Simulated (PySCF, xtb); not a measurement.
H4SeSi, SMILES [SiH3][SeH].

Harmonic wavenumbers (cm⁻¹) from GFN2-xTB (xtb) at its own minimum, in rising order: 118, 368, 481, 516, 613, 750, 753, 776, 2095, 2301, 2306, 2344.

**Question.** What does PBE0-D3(BJ)/def2-TZVP (PySCF) give at its own minimum? (An estimate is asked for; the answer gives what the named calculation found.)

**Answer.** 170, 400, 495, 593, 739, 908, 929, 955, 2229, 2237, 2251, 2442. Paired by order, the mean absolute difference is 97 cm⁻¹ and the zero-point energies are 19.2 and 20.5 kcal/mol.
